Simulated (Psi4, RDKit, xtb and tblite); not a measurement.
Torsional profile of C3H10OSi, SMILES CCCO[SiH3], singlet. Scanned: dihedral C1–C2–C3–O4 and dihedral C2–C3–O4–Si5; all other coordinates were relaxed at GFN2-xTB. Points at φ and −φ are mirror images. Heavy atoms are numbered in the order of the SMILES CCCO[SiH3], hydrogens after them in the order of the atoms that carry them; the mirror image has the same energies with the sign of each dihedral reversed.

- GFN2-xTB (xtb and tblite)
- MMFF94 // GFN2-xTB (RDKit)
- PBE/def2-SVP // GFN2-xTB (Psi4)
- PBE-D3(BJ)/def2-SVP // GFN2-xTB (Psi4)
- UFF // GFN2-xTB (RDKit)

Energies in kJ/mol at chosen points (x: dihedral C1–C2–C3–O4 (°); y: dihedral C2–C3–O4–Si5 (°)), relative to x = 180, y = 180:

```
method               (30, 0)  (90, 30)  (120, 0)  (150, 180)  (180, -90)  (120, -150)  (0, -60)
-------------------  -------  --------  --------  ----------  ----------  -----------  --------
GFN2-xTB                20.7       3.8      11.1         4.3        -1.8          9.4      23.6
MMFF94                  98.1      41.1      60.8         8.8         6.1         20.5      66.8
PBE/def2-SVP            27.5      14.6      24.9         7.1         2.3         16.8      28.8
PBE-D3(BJ)/def2-SVP     24.4      12.3      23.1         7.2         1.3         16.6      25.6
UFF                    158.9      55.4      84.0         8.8         4.3         21.9      96.0
```

MMFF94 has few fitted parameters for silicon.
